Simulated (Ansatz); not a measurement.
Geometry optimisation, Ansatz 0.2.0, RHF/def2-SVP.

Input:

```yaml
crystal:
  periodic: [false, false, false]
  atoms:
    - { symbol: Ti, position_ang: [0.036939, 0.58076, -0.605657] }
    - { symbol: O, position_ang: [0.767922, -0.446893, 2.243327] }
    - { symbol: H, position_ang: [0.037835, -0.849575, 2.692624] }
    - { symbol: O, position_ang: [1.452964, -0.385524, -0.524598] }
    - { symbol: H, position_ang: [1.798812, -0.849457, 0.238084] }
    - { symbol: F, position_ang: [-0.067823, 1.201275, -2.201387] }
    - { symbol: Cl, position_ang: [-1.782352, -0.604093, -0.209875] }
    - { symbol: Cl, position_ang: [0.194958, 2.398544, 0.847103] }
    - { symbol: H, position_ang: [0.740045, 0.492262, 2.487278] }
basis:
  gaussian: { orbitals: def2-SVP }
hamiltonian:
  xc: hf
relax:
  f_tol: 0.03
  max_steps: 50
```

Run as:

```bash
$ ansatz run input.yaml --threads 2 --pin off --max-ram 3072MiB --backend cpu --events-out ev --progress --plain --runs-dir out
```

**Question.** Where does it end, and by what steps?

**Answer.** The run converged. After 11 steps the energy has fallen by 0.241 eV; H3 moved furthest, 0.50 Å. Joined: Ti1–O2 (3.12 → 2.34 Å).

| step | energy less start (eV) | largest force component (eV/Å) | accepted |
| --- | --- | --- | --- |
| 0 | 0.0000 | 1.240 | yes |
| 1 | 0.0752 | 3.139 | no |
| 2 | -0.0762 | 0.988 | yes |
| 3 | -0.0945 | 0.763 | yes |
| 4 | -0.1350 | 0.616 | yes |
| 5 | -0.1819 | 0.872 | yes |
| 6 | -0.1760 | 1.371 | no |
| 7 | -0.2218 | 0.538 | yes |
| 8 | -0.2393 | 0.132 | yes |
| 9 | -0.2400 | 0.062 | yes |
| 10 | -0.2406 | 0.034 | yes |
| 11 | -0.2407 | 0.014 | yes |

```xyz
9
Properties=species:S:1:pos:R:3
Ti 0.127 0.502 -0.259
O 0.488 -0.228 1.938
H -0.219 -0.770 2.268
O 1.580 -0.397 -0.547
H 2.151 -0.901 0.015
F -0.217 1.082 -1.838
Cl -1.741 -0.731 0.060
Cl 0.394 2.492 0.780
H 0.616 0.488 2.549
```

Whether the end is a true minimum wasn't checked by a vibrational analysis.

Time of the run: 52 s on 2 threads of Intel(R) Xeon(R) Platinum 8259CL CPU @ 2.50GHz (Skylake/Cascade Lake), on a shared host, peak memory 0.35 GiB.
